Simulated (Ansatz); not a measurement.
Stepwise reaction of `[OH][Ga]([F])[F]` with hydrogen chloride, as a gas-phase model of exchange steps in deposition or etching. ΔE in kJ/mol; ΔG adds harmonic PBE0-D4 terms to CCSD(T)/CBS, at 1 bar.

Calculated with Ansatz (gas phase, PBE0-D4/def2-TZVP geometries, no zero-point term in ΔE). CCSD(T)/CBS is the MP2 limit (def2-TZVPP, def2-QZVPP) plus CCSD(T) − MP2 in def2-TZVPP, frozen cores. This one scheme is used for every species. DFT in def2-TZVPP. B3LYP here is the variant with VWN-RPA as its local correlation; programs differ in this. For Ga outer-core shells are correlated without core-valence functions, which leaves a few kJ/mol of doubt a bond. Scalar relativity is left out up to krypton. Each species was taken in one conformer, which may not be the lowest.

| step | reaction | PBE-D4 | B3LYP-D4 | ωB97M-V | CCSD(T)/CBS | ΔG(600 K) |
| --- | --- | --- | --- | --- | --- | --- |
| 1 | `[OH][Ga]([F])[F]` + HCl → `[OH][Ga]([F])[Cl]` + H–F | -36.5 | -34.6 | -35.5 | -40.0 | -33.3 |
| 2 | `[OH][Ga]([F])[Cl]` + HCl → `[OH][Ga]([Cl])[Cl]` + H–F | -35.0 | -33.5 | -34.3 | -39.4 | -32.7 |

Question: By hand: ΔE of the 2 steps together at CCSD(T)/CBS.

Answer: (-40.0) + (-39.4) = -79.4 kJ/mol, or -39.7 kJ/mol a step.

In ΔE the steps differ by no more than 0.6 kJ/mol. All are downhill at CCSD(T)/CBS. ΔG lies between -33.3 and -32.7 kJ/mol a step. PBE-D4 differs from CCSD(T)/CBS by 3.5 to 4.4 kJ/mol a step. Isolated molecules leave out the surface, adducts and barriers. Largest T1 diagnostic: 0.015.
